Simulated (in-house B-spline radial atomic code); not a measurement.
Whole-atom quantities along the 13-electron series, configuration [Ne] 3s2 3p1. Computed with an all-electron radial atomic-structure program (B-spline basis): non-relativistic Hartree-Fock, average of the configuration, point nuclei.

This level leaves out relativity, spin-orbit splitting included, which matters for heavy ions.

```csv
ion,Z,E/Z² (Eh),Σ<r²> (bohr²),n(0)/Z³ (bohr⁻³),Lamb diamagnetic shielding (ppm),repulsion over attraction
Ca7+,20,-1.6507,4.8072,0.66752,1331.06,0.11947
Sc8+,21,-1.6722,4.1301,0.67042,1408.09,0.11464
Ti9+,22,-1.692,3.5905,0.6731,1485.09,0.11015
V10+,23,-1.7103,3.1528,0.67559,1562.08,0.10598
Cr11+,24,-1.7273,2.7923,0.6779,1639.06,0.10209
Mn12+,25,?,?,?,?,?
Fe13+,26,?,?,?,?,?
Co14+,27,-1.7716,2.021,0.68395,1869.95,0.091907
Ni15+,28,-1.7844,1.835,0.68571,1946.91,0.088933
Cu16+,29,?,?,?,?,?
Zn17+,30,-1.8078,1.5333,0.68894,2100.8,0.083512
Ga18+,31,-1.8185,1.4099,0.69041,2177.74,0.081035
Ge19+,32,-1.8285,1.301,0.6918,2254.68,0.078699
As20+,33,-1.838,1.2043,0.69311,2331.62,0.07649
Se21+,34,-1.847,1.1181,0.69436,2408.55,0.0744
```

Task: Fill in the row of Mn12+.

Result: E/Z² (Eh): -1.7431; Σ<r²> (bohr²): 2.4914; n(0)/Z³ (bohr⁻³): 0.68005; Lamb diamagnetic shielding (ppm): 1716.03; repulsion over attraction: 0.098468.

Task: Fill in the row of Fe13+.

Result: E/Z² (Eh): -1.7578; Σ<r²> (bohr²): 2.2374; n(0)/Z³ (bohr⁻³): 0.68206; Lamb diamagnetic shielding (ppm): 1793; repulsion over attraction: 0.095079.

Task: Fill in the row of Cu16+.

Result: E/Z² (Eh): -1.7965; Σ<r²> (bohr²): 1.6739; n(0)/Z³ (bohr⁻³): 0.68737; Lamb diamagnetic shielding (ppm): 2023.86; repulsion over attraction: 0.08614.

Task: With what power of Z does the column «Σ<r²> (bohr²)» change over this range?

Result: A fit of the logarithm of its size against log Z from Z = 20 to 34 has slope -2.73. Unscreened non-relativistic hydrogenic orbitals would give -2.
